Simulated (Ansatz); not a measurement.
```xyz
2

C     0.0000    0.0000   -0.7341
P     0.0000    0.0000    0.7341
```

Basis set: cc-pVTZ on C; cc-pV(T+d)Z on P (spherical functions). Correlated methods keep 6 orbitals frozen. Correlation on ROHF uses semicanonical orbitals with singles. Charge 0, multiplicity 2.

Computed with Ansatz (development build ahead of 0.2.0); the reference of a correlated method needn't be the lowest determinant of its kind.

Q: Give the atomization energy at this shape (free ground-state atoms in the same class of orbitals less the molecule, no zero-point energy) of doublet CP by ROHF-CCSD(T), UHF-BCCD(T), UHF-CCSD(T).

A:

```json
{"method": "ROHF-CCSD(T)", "atomization energy": "458.7 kJ/mol"}
{"method": "UHF-BCCD(T)", "atomization energy": "458.3 kJ/mol"}
{"method": "UHF-CCSD(T)", "atomization energy": "454.1 kJ/mol"}
```

Caution: the reference determinant was not shown to be the lowest; the shape is not the minimum.
